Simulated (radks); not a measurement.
Hf, configuration [Xe] 4f14 5d2 6s2. Method: Dirac Kohn-Sham, PBEsol, spin-unpolarised, spherical densities, point nucleus; open shells are shared between the two j in proportion to 2j + 1; computed with a radial shooting solver on a logarithmic mesh with Libxc functionals. Some entries of the table are withheld. Estimate them.

orbital,occ.,eigenvalue (eV),<r^2> (bohr^2),<1/r> (bohr^-1)
1s1/2,2,-65176.61,(1),83.83
2s1/2,2,-11139.47,0.007585,20.31
2p1/2,2,-10639.18,0.005434,20.28
2p3/2,4,-9447.923,0.006640,17.23
3s1/2,2,(2),0.04971,7.450
3p1/2,2,(3),0.04573,7.365
3p3/2,4,(4),0.05240,6.579
3d3/2,4,-1685.505,(5),6.471
3d5/2,6,-1629.821,(6),6.283
4s1/2,2,-510.9385,0.2478,3.124
4p1/2,2,-420.1531,0.2568,3.014
4p3/2,4,-361.6537,0.2934,2.739
4d3/2,4,-212.4793,0.3246,2.520
4d5/2,6,-201.7674,0.3388,2.453
5s1/2,2,-66.8879,1.452,1.182
5p1/2,2,-41.1840,1.824,1.048
5p3/2,4,-33.3860,2.161,0.9504
4f5/2,6,-17.7810,0.5829,1.933
4f7/2,8,-16.0363,0.6082,1.902
6s1/2,2,-5.1330,13.47,0.3673
5d3/2,0.8,-2.9942,7.376,0.5553
5d5/2,1.2,-2.5430,8.245,0.5280

Answer. 
(1) 1s1/2 <r^2> (bohr^2): 0.0004952
(2) 3s1/2 eigenvalue (eV): -2537.777
(3) 3p1/2 eigenvalue (eV): -2316.053
(4) 3p3/2 eigenvalue (eV): -2060.795
(5) 3d3/2 <r^2> (bohr^2): 0.04081
(6) 3d5/2 <r^2> (bohr^2): 0.04265
